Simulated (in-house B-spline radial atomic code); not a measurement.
BHandHLYP excitations of Sn V (Sn4+)

Method: BHandHLYP. Computed with an all-electron radial atomic-structure program (B-spline basis): linear response of the closed shell [Kr] 4d10 with the functional's adiabatic kernel; scalar-relativistic (spin-free one-electron X2C), finite nucleus, no spin-orbit coupling, no double excitations, S, P, D and F terms only; shells from n = 2 respond. Only terms of natural parity with L up to 3 were computed.

Command:
```bash
python run_td.py task.json out
```
Settings (radii: box in bohr, nucleus in fm):
```
Z                        50
electrons                46
configuration            [Kr] 4d10
hamiltonian              x2c
method                   bhandhlyp
box_radius               19.1
rms_radius               4.6519
intervals                71
```

Cost of the run: 5 s on 1 thread of Arm Neoverse N1 (shared host).

The lowest states, in the order of their Tamm-Dancoff energies; the method's threshold (minus the highest occupied level) is 73.00 eV. Labels give the largest channel, * marks a mixed state, and oscillator strengths are full-response dipole values. Semilocal kernels can invert the small singlet-triplet splittings of Rydberg terms. Energies in eV:

```
     state  full response  Tamm-Dancoff  oscillator strength
4d → 5s 3D         22.128        22.151                    -
4d → 5s 1D         22.987        23.003                    -
4d → 5p 3P              ?             ?                    -
4d → 5p 3F          32.17         32.19                    -
4d → 5p 1F          32.72         32.72                    -
4d → 5p 1P          33.50         33.58                0.866
4d → 5d 3S          45.32         45.34                    -
4d → 5d 3D          45.98         45.99                    -
4d → 5d 1D          46.42         46.43                    -
4d → 6s 3D          48.84         48.84                    -
4d → 6s 1D          49.03         49.03                    -
4d → 5d 1S          49.18         49.54                    -
4d → 4f 3P          50.36         50.38                    -
4d → 4f 3F          51.16         51.18                    -
4d → 4f 1F          51.92         51.93                    -
4d → 6p 3P          52.51         52.52                    -
4d → 6p 3F          52.61         52.62                    -
4d → 6p 1F              ?             ?                    -
4d → 6p 1P          52.77         52.80               0.0346
4d → 4f 1P          53.98         54.17                 2.02
4d → 6d 3S          57.70         57.71                    -
4d → 6d 3D          57.95         57.96                    -
```

Task: Where does 4d → 5p 3P lie?

Result: At 31.83 eV in full response, 31.85 eV in Tamm-Dancoff.

Task: Where does 4d → 6p 1F lie?

Result: At 52.73 eV in full response, 52.73 eV in Tamm-Dancoff.

Task: How large is the singlet-triplet splitting of 4d → 5s (D terms) in Tamm-Dancoff?

Result: 0.852 eV, from the unrounded values.

Task: What polarisabilities and dispersion coefficient does the method give?

Result: Dipole 2.338 bohr³, quadrupole 4.891 bohr⁵, C6 9.039 hartree·bohr⁶ for two such species.
